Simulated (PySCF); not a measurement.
SeFBr, SMILES F[Se]Br. Coordinates come from a ωB97X-D3(BJ)/def2-TZVP optimisation.

Computed equilibrium geometry at ωB97X-D3(BJ)/def2-TZVP (PySCF confirms it by a frequency run) as bond lengths and angles, and its point group:
point group Cs.
Atoms: Se1 F2 Br3. Bonded distances (Å): Se1–F2 1.747, Se1–Br3 2.276. Bond angles (°): F2–Se1–Br3 98.8.
Charge 0, spin multiplicity 1.
